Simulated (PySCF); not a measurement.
neopentasilane (H12Si5), singlet, geometry from GFN2-xTB. Base run: SVWN5/3-21G (PySCF).

Geometry (Å):
```xyz
17

Si    -0.3999    -0.8812    -2.1350
Si     0.0001     0.0000    -0.0001
Si    -0.0194     2.3416    -0.1049
Si    -1.6715    -0.7299     1.4720
Si     2.0907    -0.7305     0.7679
H     -1.6900    -0.4565    -2.6831
H     -0.4113    -2.3458    -2.1425
H      0.6155    -0.4726    -3.1082
H      0.2343     2.9623     1.1972
H     -1.3038     2.8702    -0.5697
H      0.9973     2.8693    -1.0176
H     -3.0068    -0.2834     1.0684
H     -1.7366    -2.1901     1.5653
H     -1.4687    -0.2390     2.8370
H      2.1782    -2.1903     0.8496
H      3.1879    -0.3005    -0.1019
H      2.4035    -0.2238     2.1060
```
All else is at PySCF's defaults.
Base energy -1441.06552 Eh.

Each row names what was changed in the base input (with any setting that the change needs).

```csv
change,ΔE vs base (µEh),grid points,electrons on the grid
base,0.0,213600,81.99999
grids.radi_method = mura_knowles,0.2,201944,81.99999
"grids.atom_grid = (75, 302)",5.1,247392,81.99995
grids.level = 7,-0.1,1036728,82.00000
"grids.atom_grid = (30, 110)",1992,41968,82.00023
grids.radi_method = delley,0.8,227448,81.99999
"grids.atom_grid = (50, 194)",-37.8,112176,82.00032
grids.prune = off,-0.3,354800,82.00000
grids.becke_scheme = stratmann,1.4,213600,81.99999
grids.level = 1,-30.6,61728,82.00034
grids.level = 5,-0.4,500240,82.00000
```
